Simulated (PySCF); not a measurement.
Species: C7H12.
Atom-mapped SMILES: `[CH2:1]1[CH2:2][C@@H:3]2[CH2:4][CH2:5][C@@H:6]2[CH2:7]1` (hydrogens: H8, H9 on C1; H10, H11 on C2; H12 on C3; H13, H14 on C4; H15, H16 on C5; H17 on C6; H18, H19 on C7)

Level: PBE0/pcSseg-1 and PBE0/def2-SVPD in PySCF, non-relativistic, on one gas-phase PBE0-D3(BJ)/def2-SVP geometry that isn't relaxed in the solvent. The solvent is an IEF-PCM continuum (Bondi radii, 1.10 Å for H, scaled by 1.2). Only the electrostatic response of the medium enters.

Gas phase at PBE0/pcSseg-1: HOMO -8.12 eV, LUMO 1.29 eV, dipole 0.14 D.

Task: What does the continuum do to the energy, the frontier levels and the dipole at PBE0/pcSseg-1 in acetone and methanol?

Result: 
```
 solvent      ε  E(solvent) − E(gas) (kJ/mol)  polarisation term (kJ/mol)  distortion of the solute (kJ/mol)  HOMO (eV)  LUMO (eV)  dipole (D)
 acetone  20.49                         -2.54                       -2.62                               0.08      -8.03       1.41        0.16
methanol  32.61                         -2.62                       -2.71                               0.09      -8.03       1.41        0.16
```

Polarisation term: ½ Σ q·V over the induced surface charges. Distortion: the rise of the solute's own energy as its density leaves the gas-phase optimum. From acetone to methanol the lowering changes by a factor 1.03, Onsager's factor (ε − 1)/(2ε + 1) by 1.03 and ε itself by 1.6.

Task: Which ESP-fitted charges (PBE0/pcSseg-1) respond most in acetone (means over atoms taken as equivalent)?

Result: 
```tsv
atoms	environment	gas (e)	solvent (e)	change
C2/C7	ring CH2 carbon	-0.362	-0.384	-0.022
C1	ring CH2 carbon	+0.090	+0.104	+0.014
C4/C5	four-membered-ring carbon	-0.179	-0.189	-0.010
C3/C6	sp3 carbon at a ring junction	+0.132	+0.142	+0.010
H10/H19	methylene hydrogen	+0.110	+0.116	+0.006
H14/H16	methylene hydrogen	+0.071	+0.075	+0.004
H11/H18	methylene hydrogen	+0.089	+0.093	+0.004
H13/H15	methylene hydrogen	+0.061	+0.063	+0.002
H8	methylene hydrogen	+0.022	+0.020	-0.002
H9	methylene hydrogen	+0.039	+0.041	+0.002
H12/H17	methine hydrogen	+0.002	+0.001	-0.001
```

Gas phase at PBE0/def2-SVPD: HOMO -8.08 eV, LUMO 0.78 eV, dipole 0.15 D.

Task: What does the continuum do to the energy, the frontier levels and the dipole at PBE0/def2-SVPD in acetone and methanol?

Result: 
```csv
solvent,ε,E(solvent) − E(gas) (kJ/mol),polarisation term (kJ/mol),distortion of the solute (kJ/mol),HOMO (eV),LUMO (eV),dipole (D)
acetone,20.49,-2.68,-2.81,0.13,-7.98,0.91,0.18
methanol,32.61,-2.77,-2.90,0.13,-7.98,0.91,0.18
```

Task: How does the static polarisability (PBE0/def2-SVPD, frozen core, with the continuum's full static response) change?

Result: 
```csv
medium,isotropic (au),principal values (au),⟨r²⟩ of the electrons (bohr²)
gas,77.2,"71.1, 78.4, 82.2",687.6
acetone,105.4,"100.3, 107.2, 108.6",687.6
methanol,106.5,"101.6, 108.4, 109.5",687.6
```

The isotropic value in methanol is 1.38 times the gas-phase one; no cavity-field correction is applied. ⟨r²⟩ is taken about the centre of nuclear charge.
